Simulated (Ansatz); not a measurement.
A short molecular-dynamics run on Al₈Sb₇I₃.

```yaml
crystal:
  periodic: [false, false, false]
  atoms:
    - {symbol: Sb, position_ang: [-1.541329, -2.177901, -0.478676]}
    - {symbol: Sb, position_ang: [2.091801, -1.603337, -2.662448]}
    - {symbol: Sb, position_ang: [-1.562519, -0.677864, 3.778944]}
    - {symbol: Sb, position_ang: [2.334874, -1.413487, 2.241861]}
    - {symbol: Sb, position_ang: [-0.785402, 1.971999, -2.531743]}
    - {symbol: Sb, position_ang: [3.035363, 2.552514, -0.060885]}
    - {symbol: Sb, position_ang: [-1.151024, 1.743408, 2.164754]}
    - {symbol: Al, position_ang: [-0.784621, 0.524408, -0.283159]}
    - {symbol: Al, position_ang: [-2.628981, -0.602739, 1.427343]}
    - {symbol: Al, position_ang: [-0.453089, -0.829593, -2.791948]}
    - {symbol: Al, position_ang: [1.236763, -1.434225, -0.150877]}
    - {symbol: Al, position_ang: [1.405800, 0.923721, 1.345218]}
    - {symbol: Al, position_ang: [1.720184, 0.878273, -1.703352]}
    - {symbol: Al, position_ang: [-0.195957, -2.340277, 2.122225]}
    - {symbol: Al, position_ang: [0.587571, 3.286279, -0.599387]}
    - {symbol: I, position_ang: [-2.038893, -1.378097, -4.669982]}
    - {symbol: I, position_ang: [-0.657114, -4.764784, 2.668408]}
    - {symbol: I, position_ang: [-0.643025, 5.326002, 0.198102]}
basis:
  gaussian: {orbitals: def2-SVP, fitting: {mean_field: def2-universal-jkfit}}
magnetization: {spin_polarized: true, initial_magnetization: 0}
hamiltonian: {xc: {name: revPBE}, dispersion: d3bj}
md: {timestep: 0.5 fs, n_steps: 25, ensemble: nvt_langevin, temperature: 1000, initial_velocities: maxwell_boltzmann, friction: 0.01, seed: 545}
scf: {omitted_lower_state_checks: [starts]}
```

```sh
$ ansatz run in.yaml --threads 2 --pin off --events-out ev --progress --plain --max-ram 32768MiB --backend cuda --devices 0, --max-vram 18GiB
```

| step | time (fs) | potential energy (eV) | kinetic (eV) | T (K) |
| --- | --- | --- | --- | --- |
| 0 | 0.0 | -122849.9690 | 2.1974 | 944 |
| 1 | 0.5 | -122849.9674 | 2.0959 | 901 |
| 2 | 1.0 | -122849.9640 | 2.0767 | 893 |
| 3 | 1.5 | -122849.9588 | 2.1047 | 905 |
| 4 | 2.0 | -122849.9519 | 2.1252 | 913 |
| 5 | 2.5 | -122849.9431 | 2.1868 | 940 |
| 6 | 3.0 | -122849.9322 | 2.1896 | 941 |
| 7 | 3.5 | -122849.9194 | 2.2400 | 963 |
| 8 | 4.0 | -122849.9050 | 2.1890 | 941 |
| 9 | 4.5 | -122849.8891 | 2.1402 | 920 |
| 10 | 5.0 | -122849.8716 | 2.1771 | 936 |
| 11 | 5.5 | -122849.8524 | 2.1035 | 904 |
| 12 | 6.0 | -122849.8320 | 2.0650 | 888 |
| 13 | 6.5 | -122849.8105 | 1.9649 | 844 |
| 14 | 7.0 | -122849.7878 | 1.9601 | 842 |
| 15 | 7.5 | -122849.7643 | 1.8963 | 815 |
| 16 | 8.0 | -122849.7397 | 1.8335 | 788 |
| 17 | 8.5 | -122849.7137 | 1.8676 | 803 |
| 18 | 9.0 | -122849.6861 | 1.8782 | 807 |
| 19 | 9.5 | -122849.6579 | 1.8545 | 797 |
| 20 | 10.0 | -122849.6290 | 1.8266 | 785 |
| 21 | 10.5 | -122849.5998 | 1.7598 | 756 |
| 22 | 11.0 | -122849.5706 | 1.7565 | 755 |
| 23 | 11.5 | -122849.5413 | 1.7060 | 733 |
| 24 | 12.0 | -122849.5124 | 1.6901 | 726 |
| 25 | 12.5 | -122849.4834 | 1.6625 | 715 |

Velocities are drawn at the set temperature; a run this short doesn't reach equilibrium. Under Langevin dynamics the printed temperature counts 3N degrees of freedom, so it starts below the set value.

In the def2 sets I, Sb take a core potential; there is no spin–orbit coupling.

Frames (Å, forces in eV/Å):

```xyz
18
time=0.0 fs
Sb   -1.541   -2.178   -0.479   -0.026   -0.042   -0.014
Sb    2.092   -1.603   -2.662    0.055   -0.037   -0.028
Sb   -1.563   -0.678    3.779   -0.011   -0.025    0.073
Sb    2.335   -1.413    2.242    0.043   -0.007    0.024
Sb   -0.785    1.972   -2.532   -0.038    0.029   -0.037
Sb    3.035    2.553   -0.061    0.076    0.024    0.011
Sb   -1.151    1.743    2.165    0.003    0.042   -0.002
Al   -0.785    0.524   -0.283   -0.005    0.004    0.008
Al   -2.629   -0.603    1.427   -0.026    0.006   -0.025
Al   -0.453   -0.830   -2.792    0.009    0.024    0.035
Al    1.237   -1.434   -0.151   -0.012   -0.001    0.002
Al    1.406    0.924    1.345   -0.025    0.001    0.005
Al    1.720    0.878   -1.703    0.008   -0.008   -0.006
Al   -0.196   -2.340    2.122    0.013    0.037   -0.018
Al    0.588    3.286   -0.599    0.007   -0.036   -0.007
I    -2.039   -1.378   -4.670   -0.036   -0.017   -0.042
I    -0.657   -4.765    2.668   -0.006   -0.047    0.007
I    -0.643    5.326    0.198   -0.027    0.052    0.014
18
time=1.0 fs
Sb   -1.543   -2.178   -0.482   -0.021   -0.018    0.016
Sb    2.090   -1.601   -2.661    0.065   -0.088   -0.047
Sb   -1.560   -0.677    3.780   -0.018   -0.021    0.104
Sb    2.332   -1.417    2.239    0.089   -0.017    0.053
Sb   -0.785    1.970   -2.530   -0.043    0.029   -0.093
Sb    3.036    2.551   -0.061    0.054    0.033    0.010
Sb   -1.154    1.744    2.167    0.035    0.032   -0.022
Al   -0.790    0.528   -0.287    0.034   -0.037    0.054
Al   -2.629   -0.603    1.432   -0.015   -0.006   -0.072
Al   -0.457   -0.836   -2.804    0.087    0.074    0.163
Al    1.229   -1.439   -0.148   -0.035    0.026   -0.023
Al    1.410    0.922    1.350   -0.078    0.019   -0.031
Al    1.732    0.874   -1.707   -0.062    0.025    0.030
Al   -0.193   -2.345    2.134    0.009    0.122   -0.076
Al    0.585    3.286   -0.608    0.051   -0.036    0.025
I    -2.039   -1.378   -4.669   -0.105   -0.042   -0.131
I    -0.656   -4.761    2.667   -0.024   -0.139    0.031
I    -0.637    5.328    0.199   -0.024    0.042    0.009
18
time=2.0 fs
Sb   -1.544   -2.178   -0.486   -0.015    0.001    0.045
Sb    2.089   -1.599   -2.659    0.078   -0.137   -0.065
Sb   -1.558   -0.676    3.781   -0.028   -0.016    0.137
Sb    2.329   -1.421    2.236    0.134   -0.031    0.082
Sb   -0.785    1.969   -2.528   -0.044    0.030   -0.152
Sb    3.037    2.549   -0.062    0.029    0.044    0.016
Sb   -1.157    1.745    2.170    0.066    0.020   -0.045
Al   -0.794    0.531   -0.292    0.067   -0.073    0.109
Al   -2.628   -0.604    1.436   -0.002   -0.012   -0.115
Al   -0.460   -0.843   -2.816    0.163    0.127    0.289
Al    1.221   -1.442   -0.146   -0.053    0.049   -0.045
Al    1.414    0.920    1.356   -0.129    0.044   -0.072
Al    1.745    0.871   -1.711   -0.133    0.052    0.059
Al   -0.191   -2.349    2.146    0.009    0.204   -0.134
Al    0.582    3.286   -0.617    0.103   -0.048    0.054
I    -2.039   -1.378   -4.668   -0.176   -0.067   -0.223
I    -0.656   -4.756    2.665   -0.041   -0.229    0.053
I    -0.632    5.330    0.200   -0.026    0.042    0.009
18
time=3.0 fs
Sb   -1.545   -2.178   -0.489   -0.009    0.014    0.070
Sb    2.088   -1.597   -2.658    0.085   -0.181   -0.080
Sb   -1.556   -0.675    3.782   -0.040   -0.009    0.161
Sb    2.326   -1.425    2.234    0.170   -0.046    0.102
Sb   -0.784    1.967   -2.526   -0.052    0.031   -0.220
Sb    3.038    2.548   -0.062    0.007    0.059    0.021
Sb   -1.160    1.746    2.172    0.098    0.004   -0.072
Al   -0.798    0.533   -0.297    0.097   -0.108    0.175
Al   -2.627   -0.605    1.440    0.011   -0.014   -0.150
Al   -0.463   -0.851   -2.828    0.255    0.183    0.424
Al    1.213   -1.445   -0.145   -0.065    0.071   -0.060
Al    1.418    0.919    1.362   -0.184    0.067   -0.110
Al    1.758    0.869   -1.715   -0.201    0.069    0.084
Al   -0.189   -2.354    2.158    0.021    0.297   -0.192
Al    0.579    3.287   -0.627    0.154   -0.051    0.091
I    -2.039   -1.378   -4.666   -0.259   -0.095   -0.327
I    -0.655   -4.753    2.664   -0.061   -0.328    0.076
I    -0.626    5.332    0.202   -0.027    0.038    0.006
18
time=4.0 fs
Sb   -1.547   -2.178   -0.494   -0.007    0.026    0.093
Sb    2.087   -1.595   -2.657    0.089   -0.221   -0.100
Sb   -1.554   -0.675    3.784   -0.053    0.000    0.183
Sb    2.324   -1.429    2.231    0.206   -0.063    0.115
Sb   -0.784    1.965   -2.524   -0.063    0.036   -0.295
Sb    3.038    2.547   -0.063   -0.014    0.076    0.024
Sb   -1.163    1.747    2.175    0.130   -0.013   -0.095
Al   -0.802    0.536   -0.303    0.128   -0.145    0.245
Al   -2.627   -0.606    1.444    0.024   -0.015   -0.183
Al   -0.467   -0.859   -2.840    0.359    0.237    0.565
Al    1.204   -1.449   -0.144   -0.071    0.095   -0.061
Al    1.424    0.917    1.368   -0.244    0.091   -0.148
Al    1.770    0.867   -1.718   -0.266    0.080    0.107
Al   -0.188   -2.358    2.170    0.030    0.381   -0.244
Al    0.575    3.288   -0.637    0.213   -0.064    0.129
I    -2.039   -1.378   -4.665   -0.350   -0.125   -0.439
I    -0.653   -4.749    2.663   -0.079   -0.420    0.096
I    -0.620    5.333    0.203   -0.032    0.044    0.007
18
time=5.0 fs
Sb   -1.549   -2.178   -0.498   -0.006    0.035    0.112
Sb    2.085   -1.593   -2.656    0.084   -0.254   -0.115
Sb   -1.552   -0.674    3.785   -0.065    0.006    0.203
Sb    2.321   -1.432    2.229    0.238   -0.075    0.124
Sb   -0.783    1.963   -2.522   -0.073    0.048   -0.364
Sb    3.038    2.546   -0.063   -0.032    0.098    0.030
Sb   -1.167    1.747    2.177    0.162   -0.030   -0.121
Al   -0.806    0.538   -0.308    0.158   -0.173    0.314
Al   -2.627   -0.608    1.447    0.034   -0.015   -0.211
Al   -0.472   -0.866   -2.852    0.475    0.285    0.705
Al    1.194   -1.451   -0.144   -0.071    0.118   -0.064
Al    1.429    0.916    1.373   -0.303    0.109   -0.181
Al    1.782    0.867   -1.721   -0.332    0.079    0.122
Al   -0.186   -2.362    2.182    0.040    0.468   -0.291
Al    0.573    3.292   -0.649    0.272   -0.088    0.163
I    -2.039   -1.377   -4.665   -0.442   -0.155   -0.552
I    -0.653   -4.746    2.662   -0.099   -0.513    0.115
I    -0.614    5.334    0.204   -0.041    0.056    0.010
18
time=6.0 fs
Sb   -1.551   -2.177   -0.502   -0.003    0.041    0.127
Sb    2.084   -1.591   -2.654    0.074   -0.285   -0.130
Sb   -1.550   -0.674    3.786   -0.075    0.008    0.226
Sb    2.319   -1.435    2.227    0.269   -0.086    0.134
Sb   -0.782    1.961   -2.520   -0.084    0.062   -0.437
Sb    3.039    2.545   -0.064   -0.050    0.120    0.037
Sb   -1.171    1.747    2.179    0.195   -0.042   -0.150
Al   -0.810    0.540   -0.314    0.188   -0.201    0.390
Al   -2.626   -0.610    1.450    0.040   -0.013   -0.240
Al   -0.478   -0.873   -2.863    0.596    0.329    0.845
Al    1.185   -1.454   -0.143   -0.070    0.140   -0.073
Al    1.434    0.915    1.379   -0.361    0.124   -0.212
Al    1.794    0.867   -1.723   -0.394    0.081    0.136
Al   -0.183   -2.367    2.193    0.049    0.554   -0.330
Al    0.570    3.296   -0.661    0.326   -0.106    0.199
I    -2.039   -1.377   -4.665   -0.537   -0.185   -0.666
I    -0.652   -4.742    2.661   -0.117   -0.603    0.133
I    -0.608    5.336    0.205   -0.046    0.063    0.010
18
time=7.0 fs
Sb   -1.554   -2.177   -0.506    0.003    0.045    0.134
Sb    2.084   -1.589   -2.652    0.065   -0.321   -0.152
Sb   -1.548   -0.673    3.786   -0.090    0.007    0.233
Sb    2.317   -1.439    2.224    0.295   -0.093    0.137
Sb   -0.781    1.959   -2.518   -0.098    0.079   -0.517
Sb    3.040    2.544   -0.065   -0.067    0.141    0.040
Sb   -1.175    1.747    2.182    0.230   -0.054   -0.182
Al   -0.814    0.543   -0.321    0.216   -0.232    0.476
Al   -2.625   -0.612    1.451    0.049   -0.008   -0.247
Al   -0.482   -0.879   -2.875    0.714    0.368    0.982
Al    1.176   -1.456   -0.142   -0.070    0.160   -0.070
Al    1.440    0.916    1.384   -0.419    0.134   -0.239
Al    1.806    0.865   -1.726   -0.449    0.093    0.153
Al   -0.181   -2.370    2.202    0.057    0.634   -0.362
Al    0.568    3.299   -0.672    0.382   -0.124    0.236
I    -2.039   -1.376   -4.666   -0.631   -0.215   -0.779
I    -0.652   -4.739    2.660   -0.135   -0.687    0.148
I    -0.603    5.337    0.207   -0.053    0.072    0.011
18
time=8.0 fs
Sb   -1.557   -2.176   -0.510    0.008    0.048    0.143
Sb    2.084   -1.587   -2.649    0.059   -0.364   -0.185
Sb   -1.546   -0.672    3.787   -0.102    0.004    0.242
Sb    2.315   -1.442    2.222    0.315   -0.095    0.134
Sb   -0.780    1.957   -2.516   -0.113    0.095   -0.597
Sb    3.041    2.543   -0.066   -0.088    0.160    0.036
Sb   -1.179    1.747    2.184    0.266   -0.067   -0.218
Al   -0.818    0.544   -0.328    0.240   -0.258    0.562
Al   -2.624   -0.614    1.452    0.058   -0.003   -0.259
Al   -0.487   -0.885   -2.884    0.827    0.405    1.109
Al    1.168   -1.457   -0.144   -0.071    0.176   -0.051
Al    1.446    0.916    1.388   -0.476    0.139   -0.259
Al    1.816    0.863   -1.729   -0.498    0.120    0.176
Al   -0.179   -2.374    2.210    0.067    0.717   -0.393
Al    0.566    3.304   -0.682    0.442   -0.149    0.270
I    -2.038   -1.376   -4.666   -0.720   -0.242   -0.887
I    -0.652   -4.736    2.659   -0.153   -0.772    0.163
I    -0.598    5.338    0.208   -0.062    0.087    0.015
18
time=9.0 fs
Sb   -1.559   -2.176   -0.514    0.007    0.046    0.150
Sb    2.083   -1.585   -2.647    0.050   -0.408   -0.222
Sb   -1.543   -0.670    3.788   -0.112   -0.003    0.252
Sb    2.313   -1.446    2.220    0.328   -0.098    0.119
Sb   -0.779    1.955   -2.515   -0.127    0.112   -0.678
Sb    3.043    2.543   -0.067   -0.109    0.176    0.033
Sb   -1.184    1.747    2.187    0.302   -0.077   -0.255
Al   -0.823    0.546   -0.335    0.264   -0.283    0.653
Al   -2.623   -0.616    1.454    0.063    0.003   -0.273
Al   -0.493   -0.890   -2.894    0.948    0.443    1.237
Al    1.159   -1.458   -0.146   -0.063    0.192   -0.014
Al    1.452    0.916    1.393   -0.529    0.144   -0.280
Al    1.827    0.862   -1.733   -0.546    0.150    0.200
Al   -0.178   -2.377    2.218    0.081    0.801   -0.420
Al    0.563    3.307   -0.692    0.496   -0.164    0.306
I    -2.038   -1.375   -4.667   -0.813   -0.270   -1.000
I    -0.651   -4.732    2.658   -0.172   -0.857    0.177
I    -0.593    5.339    0.209   -0.068    0.094    0.016
18
time=10.0 fs
Sb   -1.562   -2.175   -0.519    0.005    0.048    0.159
Sb    2.083   -1.582   -2.645    0.044   -0.456   -0.262
Sb   -1.541   -0.669    3.789   -0.119   -0.007    0.267
Sb    2.312   -1.450    2.219    0.328   -0.093    0.094
Sb   -0.779    1.954   -2.514   -0.136    0.134   -0.754
Sb    3.044    2.542   -0.068   -0.124    0.189    0.031
Sb   -1.189    1.748    2.189    0.335   -0.085   -0.285
Al   -0.828    0.548   -0.342    0.288   -0.312    0.736
Al   -2.621   -0.617    1.457    0.062    0.005   -0.296
Al   -0.498   -0.895   -2.903    1.064    0.478    1.361
Al    1.151   -1.458   -0.149   -0.053    0.209    0.033
Al    1.457    0.918    1.398   -0.572    0.138   -0.300
Al    1.838    0.861   -1.738   -0.595    0.184    0.227
Al   -0.177   -2.380    2.225    0.104    0.892   -0.448
Al    0.562    3.309   -0.701    0.537   -0.173    0.335
I    -2.038   -1.374   -4.668   -0.902   -0.297   -1.107
I    -0.651   -4.729    2.657   -0.193   -0.949    0.193
I    -0.589    5.340    0.210   -0.071    0.096    0.016
18
time=11.0 fs
Sb   -1.565   -2.175   -0.523    0.004    0.053    0.167
Sb    2.083   -1.579   -2.643    0.035   -0.498   -0.293
Sb   -1.540   -0.669    3.790   -0.123   -0.011    0.277
Sb    2.310   -1.454    2.218    0.334   -0.082    0.070
Sb   -0.778    1.952   -2.513   -0.140    0.161   -0.827
Sb    3.046    2.542   -0.070   -0.134    0.202    0.037
Sb   -1.194    1.749    2.191    0.365   -0.095   -0.315
Al   -0.832    0.551   -0.350    0.306   -0.344    0.826
Al   -2.620   -0.618    1.459    0.065    0.007   -0.319
Al   -0.502   -0.900   -2.912    1.175    0.513    1.481
Al    1.142   -1.458   -0.151   -0.038    0.224    0.066
Al    1.462    0.919    1.403   -0.611    0.129   -0.319
Al    1.850    0.860   -1.741   -0.646    0.209    0.245
Al   -0.174   -2.383    2.230    0.113    0.974   -0.466
Al    0.561    3.312   -0.709    0.565   -0.178    0.360
I    -2.038   -1.373   -4.670   -0.988   -0.322   -1.210
I    -0.651   -4.725    2.656   -0.212   -1.032    0.206
I    -0.584    5.343    0.212   -0.069    0.091    0.012
18
time=12.5 fs
Sb   -1.569   -2.174   -0.529    0.006    0.059    0.172
Sb    2.083   -1.576   -2.640    0.026   -0.545   -0.327
Sb   -1.538   -0.668    3.791   -0.121   -0.022    0.281
Sb    2.308   -1.460    2.216    0.356   -0.054    0.039
Sb   -0.778    1.951   -2.511   -0.143    0.203   -0.927
Sb    3.048    2.542   -0.072   -0.135    0.231    0.061
Sb   -1.201    1.750    2.194    0.408   -0.105   -0.350
Al   -0.839    0.554   -0.360    0.332   -0.388    0.946
Al   -2.616   -0.619    1.461    0.065    0.006   -0.345
Al   -0.507   -0.906   -2.926    1.321    0.560    1.646
Al    1.128   -1.457   -0.153   -0.016    0.246    0.097
Al    1.468    0.922    1.411   -0.660    0.109   -0.340
Al    1.869    0.861   -1.745   -0.726    0.218    0.253
Al   -0.169   -2.388    2.237    0.104    1.089   -0.478
Al    0.562    3.316   -0.719    0.592   -0.181    0.392
I    -2.038   -1.374   -4.672   -1.106   -0.357   -1.348
I    -0.651   -4.721    2.653   -0.240   -1.147    0.224
I    -0.577    5.346    0.214   -0.063    0.078    0.005
```

It took 4 min on 2 threads of AMD EPYC 7R13 on a shared host and a share (18 GiB) of an NVIDIA H100 80GB HBM3, peak host memory 1.1 GiB.
